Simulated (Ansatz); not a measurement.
**Ligand exchange: CHBrF2 + GaH2(CH3) → C2H4F2 + GaH2Br**

Species: CHBrF2 (bromodifluoromethane) `FC(F)Br`, singlet; GaH2(CH3), singlet; C2H4F2 (1,1-difluoroethane) `CC(F)F`, singlet; GaH2Br `[GaH2][Br]`, singlet. The partners trade Br for CH3: C–Br and Ga–CH3 bonds give way to C–CH3 and Ga–Br.

Shapes, held fixed at every level: PBE0-D4/def2-TZVP. Programs: Ansatz 0.2.0. Electronic energies: no zero-point or thermal term.

```tsv
level	kind	ΔE (kJ/mol)	less CCSD(T)/def2-TZVPP
HF/def2-SVP	Hartree–Fock	-240.1	-45.4
SPW92/def2-TZVPP	LDA	-181.8	+12.9
PBE-D4/def2-TZVPP	GGA	-180.3	+14.4
r2SCAN-D4/def2-TZVPP	meta-GGA	-192.1	+2.6
PBE0-D4/def2-TZVPP	global hybrid	-193.4	+1.3
r2SCAN0-D4/def2-TZVPP	global hybrid	-201.1	-6.4
B2PLYP/def2-TZVPP	double hybrid	-196.4	-1.7
CCSD(T)/def2-TZVPP	coupled cluster or CI	-194.7	0.0
```

The highest level, CCSD(T)/def2-TZVPP, gives ΔE = -194.7 kJ/mol; the levels span -240.1 to -180.3. The column of differences is taken from that level and isn't an error. No measured value is set beside it here. Relativity is left out for Br, Ga. Outer-core shells of Br, Ga are correlated, in sets that cover them unevenly.
